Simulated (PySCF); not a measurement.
# Spinor energies of P²⁺ (phosphorus, charge +2)

Start: [Ne] 3s2 3p1; 3p3/2 filled at m_j = +3/2. Calculated with PySCF 2.14 in x2c-TZVPall-2c (5s6p2d1f, 40 functions): generalised Hartree-Fock with the X2C-1e Hamiltonian and a Gaussian nucleus; one run each with spin-orbit coupling (SO) switched off, then screened by Boettger's factors. This is a chosen level, not necessarily the ground level.

| spinor shell | electrons | ε, spin-free (eV) | ε, screened SO (eV) | weight of nominal j (screened SO) | rms radius, screened SO (bohr) |
| --- | --- | --- | --- | --- | --- |
| 1s1/2 | 2 | -2206.7 | -2206.7 | 1.000 | 0.120 |
| 2s1/2 | 2 | -229.38 | -229.39 | 1.000 | 0.559 |
| 2p1/2 | 2 | -170.82 | -171.35 | 0.971 | 0.538 |
| 2p3/2 | 4 | -170.82 | -170.57 | 0.986 | 0.539 |
| 3s1/2 | 2 | -38.604 | -38.609 | 0.999 | 1.89 |
| 3p3/2 | 1 | -29.736 | -29.711 | 1.000 | 2.14 |

```tsv
quantity	spin-free	screened SO
E (hartree)	-340.45422	-340.45372
M_J	3/2	3/2
⟨J²⟩	3.764	3.764
⟨L²⟩	2.010	2.010
⟨S²⟩	0.754	0.754
```

Each row is a mean over spinors that exchange with the open shell spreads, by up to 2.967 eV (3s1/2).

Without spin-orbit coupling the j labels of p, d and f shells carry no meaning; the spin-free column gives the mean over the occupied spinors of each nl shell.
